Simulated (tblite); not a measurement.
C13H12Se.
Structure used (GFN2-xTB), in Å, numbered top down from 1:
```xyz
26
C13H12Se angstrom
C     -4.3735    1.0679    0.5673
C     -3.1210    0.4210    0.0610
C     -2.0939    0.0998    0.9440
C     -0.9342   -0.5033    0.5003
C     -0.7759   -0.7754   -0.8522
Se     0.8032   -1.6547   -1.5149
C      2.1729   -0.7974   -0.4712
C      2.0481    0.5151   -0.0379
C      3.0751    1.0960    0.6831
C      4.2318    0.3834    0.9546
C      4.3617   -0.9189    0.5009
C      3.3348   -1.5126   -0.2091
C     -1.7939   -0.4700   -1.7437
C     -2.9570    0.1211   -1.2845
H     -5.0412    1.3188   -0.2525
H     -4.8972    0.3965    1.2472
H     -4.1360    1.9779    1.1162
H     -2.2094    0.3198    1.9961
H     -0.1491   -0.7564    1.1995
H      1.1534    1.0788   -0.2622
H      2.9735    2.1154    1.0262
H      5.0312    0.8435    1.5158
H      5.2640   -1.4772    0.7033
H      3.4270   -2.5304   -0.5635
H     -1.6710   -0.6937   -2.7945
H     -3.7445    0.3578   -1.9860
```

Computed with GFN2-xTB (tblite): harmonic, unscaled wavenumbers at the GFN2-xTB geometry, gas phase. The method is semi-empirical: single wavenumbers can be off by several per cent or more. One conformer, not necessarily the lowest. The optimisation stopped once no atom felt more than 0.01 eV/Å.

Lowest wavenumbers of the output (negative numbers stand for imaginary wavenumbers):
```
mode    cm-1
  1     -34.7
  2      22.4
  3      35.9
  4      64.9
  5     113.8
  6     163.4
  7     192.6
  8     222.4
  9     269.5
 10     289.5
```

Question: Is this structure a minimum?

Answer: Not by this Hessian. 1 mode is imaginary beyond 20i (35i cm⁻¹), so at this level the point lies at or near a first-order saddle. The curvature is small, so loose convergence or finite differences may be the whole cause.

Question: Which atoms move in the imaginary mode?

Answer: 35i: H16 (methyl hydrogen) 36 %, H17 (methyl hydrogen) 35 %, H15 (methyl hydrogen) 28 %. These are shares of the mass-weighted motion.

Question: What is the remedy?

Answer: Step along that mode in both directions, optimise again with tighter thresholds and repeat the frequencies. The zero-point energy of this point (126.8 kcal/mol) counts the 71 real modes alone, and thermal corrections from it aren't those of a minimum.
